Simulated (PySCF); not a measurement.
Zr(Cl)(OH)(Me)2 (C2H7ClOZr), SMILES [CH3][Zr]([CH3])([OH])[Cl], multiplicity 1. Atoms are numbered in the order given.

```xyz
12

Zr     0.2099     0.0802     0.0000
Cl    -2.1714    -0.0342     0.0000
O      1.0349     1.8063     0.0000
H      1.2749     2.7359     0.0000
C      1.0053    -1.0313    -1.7490
H      0.6078    -2.0639    -1.7501
H      2.1086    -1.0914    -1.7043
H      0.7331    -0.5644    -2.7129
C      1.0053    -1.0313     1.7490
H      0.7331    -0.5644     2.7129
H      2.1086    -1.0914     1.7043
H      0.6078    -2.0639     1.7501
```

The structure is a stationary point at B3LYP-D3(BJ)/def2-SVP. The multiplicity is an assumed one; other spin states were not compared. The def2 effective core potentials stand for the cores of Zr; spin–orbit coupling is left out. One conformer was computed; it need not be the lowest.

Level of theory: PBE/def2-TZVP run with PySCF.

The molecule is in vacuum.

**Question.** Estimate the frontier levels, gap, dipole moment and polarisability. (Estimate from the structure and the level; the computed values follow.)

**Answer.** 
- highest occupied level: -6.35 eV
- lowest empty level: -2.20 eV
- orbital gap: 4.15 eV
- dipole moment: 2.44 D
- quadrupole, principal values (traceless, Buckingham form, about the centre of nuclear charge): -7.72, -2.22, 9.95 D·Å
- mean static polarisability: 88.8 bohr³ (13.16 Å³)
- polarisability, principal values: 82.0, 91.8, 92.8 bohr³
